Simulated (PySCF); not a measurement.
A geometry optimisation, step by step.

Cl2Ga2H4.
Atom-mapped SMILES: `[Cl+:1]1[GaH2-:2][Cl+:3][GaH2-:4]1` (hydrogens: H5, H6 on Ga2; H7, H8 on Ga4)

Method: PBE0-D3(BJ)/def2-SVP geometry optimisation, gas phase in PySCF 2.14.0; density fitting, grid level 1; the optimiser is geomeTRIC in internal coordinates, started from a GFN2-xTB structure with every atom displaced at random (about 0.01 Å). The frame can shift and turn from step to step; on so coarse a grid that alone can change the energy by a few meV, and forces under 0.02 eV/Å are noise.

Step 0: E = -129826.3929 eV, largest atomic force 1.895 eV/Å
```
atom  x, y, z in Å  |  force x, y, z in eV/Å
Cl1     0.108    0.088   -1.594    0.035   0.078  -1.390
Ga2     1.618    0.108    0.090    1.507   0.163   0.200
Cl3    -0.105   -0.114    1.582    0.240  -0.050   1.392
Ga4    -1.587   -0.109   -0.103   -1.879  -0.135  -0.200
H5      2.452   -1.200    0.037   -0.112  -0.195   0.018
H6      2.245    1.528    0.224   -0.179   0.102   0.016
H7     -2.239   -1.522   -0.232    0.191  -0.075  -0.019
H8     -2.436    1.201   -0.056    0.196   0.111  -0.016
```

Step 1: E = -129826.6094 eV, largest atomic force 0.766 eV/Å
```
atom  x, y, z in Å  |  force x, y, z in eV/Å
Cl1     0.165    0.122   -1.636   -0.015  -0.019   0.399
Ga2     1.814    0.185    0.168   -0.603  -0.057  -0.084
Cl3    -0.024   -0.017    1.714   -0.099   0.018  -0.399
Ga4    -1.696   -0.042   -0.090    0.759   0.065   0.079
H5      2.517   -1.199    0.146    0.008   0.004  -0.010
H6      2.279    1.662    0.255    0.027   0.013  -0.013
H7     -2.192   -1.505   -0.178   -0.038  -0.061   0.014
H8     -2.346    1.363   -0.067   -0.040   0.036   0.015
```

Step 2: E = -129826.6419 eV, largest atomic force 0.493 eV/Å
```
atom  x, y, z in Å  |  force x, y, z in eV/Å
Cl1     0.166    0.121   -1.632   -0.016  -0.016   0.236
Ga2     1.787    0.182    0.165   -0.380  -0.021  -0.080
Cl3    -0.028   -0.013    1.709   -0.082   0.015  -0.240
Ga4    -1.666   -0.038   -0.087    0.486   0.026   0.082
H5      2.490   -1.202    0.140    0.018   0.001  -0.001
H6      2.261    1.658    0.246    0.026  -0.004  -0.005
H7     -2.169   -1.505   -0.169   -0.025   0.008   0.006
H8     -2.324    1.367   -0.061   -0.027  -0.008   0.002
```

Step 3: E = -129826.6615 eV, largest atomic force 0.070 eV/Å
```
atom  x, y, z in Å  |  force x, y, z in eV/Å
Cl1     0.157    0.114   -1.628    0.010  -0.008  -0.066
Ga2     1.740    0.175    0.148    0.049   0.000  -0.050
Cl3    -0.026    0.001    1.705   -0.036   0.011   0.059
Ga4    -1.615   -0.031   -0.071   -0.004   0.000   0.061
H5      2.446   -1.209    0.127    0.017   0.005   0.007
H6      2.238    1.645    0.221    0.020  -0.005  -0.001
H7     -2.132   -1.494   -0.144   -0.029   0.000  -0.001
H8     -2.290    1.367   -0.047   -0.026  -0.003  -0.009
```

Step 4: E = -129826.6631 eV, largest atomic force 0.052 eV/Å
```
atom  x, y, z in Å  |  force x, y, z in eV/Å
Cl1     0.151    0.110   -1.630    0.012  -0.008  -0.018
Ga2     1.745    0.174    0.140    0.013  -0.001  -0.042
Cl3    -0.020    0.007    1.707   -0.032   0.011   0.012
Ga4    -1.619   -0.030   -0.063    0.017  -0.001   0.050
H5      2.451   -1.210    0.122    0.009   0.002   0.003
H6      2.247    1.643    0.211    0.012  -0.005  -0.006
H7     -2.140   -1.492   -0.134   -0.016   0.008   0.005
H8     -2.296    1.367   -0.043   -0.015  -0.006  -0.004
```

Step 5: E = -129826.6656 eV, largest atomic force 0.054 eV/Å
```
atom  x, y, z in Å  |  force x, y, z in eV/Å
Cl1     0.126    0.094   -1.635    0.018  -0.002   0.051
Ga2     1.750    0.168    0.108   -0.014  -0.002  -0.015
Cl3     0.003    0.031    1.712   -0.007   0.006  -0.052
Ga4    -1.621   -0.025   -0.031    0.000  -0.003   0.013
H5      2.455   -1.217    0.103   -0.011  -0.006  -0.003
H6      2.270    1.631    0.168   -0.008  -0.001  -0.017
H7     -2.158   -1.483   -0.091    0.011   0.009   0.019
H8     -2.308    1.369   -0.025    0.011  -0.002   0.004
```

Step 6: E = -129826.6668 eV, largest atomic force 0.068 eV/Å
```
atom  x, y, z in Å  |  force x, y, z in eV/Å
Cl1     0.101    0.079   -1.635    0.018   0.007   0.065
Ga2     1.753    0.160    0.076   -0.013  -0.001   0.009
Cl3     0.027    0.055    1.713    0.013  -0.005  -0.063
Ga4    -1.621   -0.017    0.002   -0.029  -0.002  -0.015
H5      2.451   -1.229    0.079   -0.021  -0.010  -0.005
H6      2.289    1.618    0.118   -0.018   0.002  -0.021
H7     -2.169   -1.472   -0.041    0.024   0.004   0.023
H8     -2.314    1.375   -0.002    0.024   0.005   0.006
```

Step 7: E = -129826.6678 eV, largest atomic force 0.053 eV/Å
```
atom  x, y, z in Å  |  force x, y, z in eV/Å
Cl1     0.079    0.069   -1.632    0.007   0.012   0.039
Ga2     1.755    0.151    0.049   -0.004   0.000   0.024
Cl3     0.048    0.073    1.709    0.027  -0.012  -0.035
Ga4    -1.622   -0.009    0.029   -0.043  -0.001  -0.031
H5      2.442   -1.243    0.057   -0.019  -0.009  -0.003
H6      2.302    1.605    0.070   -0.016   0.003  -0.016
H7     -2.175   -1.461    0.007    0.023  -0.002   0.017
H8     -2.313    1.384    0.021    0.024   0.009   0.004
```

Step 8: E = -129826.6684 eV, largest atomic force 0.039 eV/Å
```
atom  x, y, z in Å  |  force x, y, z in eV/Å
Cl1     0.069    0.068   -1.628   -0.011   0.006  -0.003
Ga2     1.756    0.144    0.037    0.002   0.000   0.023
Cl3     0.060    0.077    1.705    0.028  -0.008   0.006
Ga4    -1.624   -0.002    0.041   -0.029   0.002  -0.027
H5      2.431   -1.256    0.044   -0.007  -0.004   0.000
H6      2.306    1.597    0.043   -0.004   0.000  -0.005
H7     -2.176   -1.454    0.034    0.009  -0.005   0.006
H8     -2.305    1.395    0.034    0.012   0.008   0.000
```

Step 9: E = -129826.6686 eV, largest atomic force 0.023 eV/Å
```
atom  x, y, z in Å  |  force x, y, z in eV/Å
Cl1     0.069    0.071   -1.627   -0.015   0.001  -0.015
Ga2     1.756    0.141    0.038    0.000  -0.001   0.014
Cl3     0.061    0.073    1.704    0.016  -0.001   0.016
Ga4    -1.625    0.002    0.040   -0.007   0.002  -0.016
H5      2.425   -1.262    0.042    0.001  -0.002   0.000
H6      2.306    1.594    0.041    0.003  -0.002  -0.001
H7     -2.176   -1.452    0.037    0.000  -0.001   0.000
H8     -2.298    1.402    0.035    0.003   0.004  -0.001
```

Q: Summarise the path.

A: The energy falls by 0.2757 eV from step 0 to step 9; nine tenths of that is first reached at step 2. It falls at every step. The largest force goes from 1.895 to 0.023 eV/Å. Among the bonds Cl3–Ga4 changes most, from 2.244 to 2.371 Å; the atoms move by 0.078 Å rms after alignment.

Q: Follow the three bonds and two angles with the largest change from start to end.

A: 
```tsv
step	E above end (eV)	largest force (eV/Å)	Cl3–Ga4 (Å)	Cl1–Ga4 (Å)	Cl1–Ga2 (Å)	H7–Ga4–H8 (°)	H5–Ga2–H6 (°)
0	0.2757	1.895	2.244	2.267	2.262	122.3	123.7
1	0.0593	0.766	2.459	2.425	2.444	136.4	135.5
2	0.0267	0.493	2.432	2.402	2.420	136.0	135.2
3	0.0071	0.070	2.383	2.363	2.380	134.7	134.3
4	0.0055	0.052	2.386	2.368	2.383	134.5	134.1
5	0.0030	0.054	2.383	2.374	2.384	133.5	133.4
6	0.0018	0.068	2.376	2.378	2.380	132.9	133.1
7	0.0009	0.053	2.370	2.379	2.375	132.8	133.1
8	0.0003	0.039	2.368	2.378	2.371	133.2	133.5
9	0.0000	0.023	2.371	2.377	2.371	133.6	133.8
```

What follows is the cost of the whole optimisation. The run took 68 s wall on an Arm Neoverse V2 with one thread, shared host, and the process peaked at 0.56 GiB of memory.
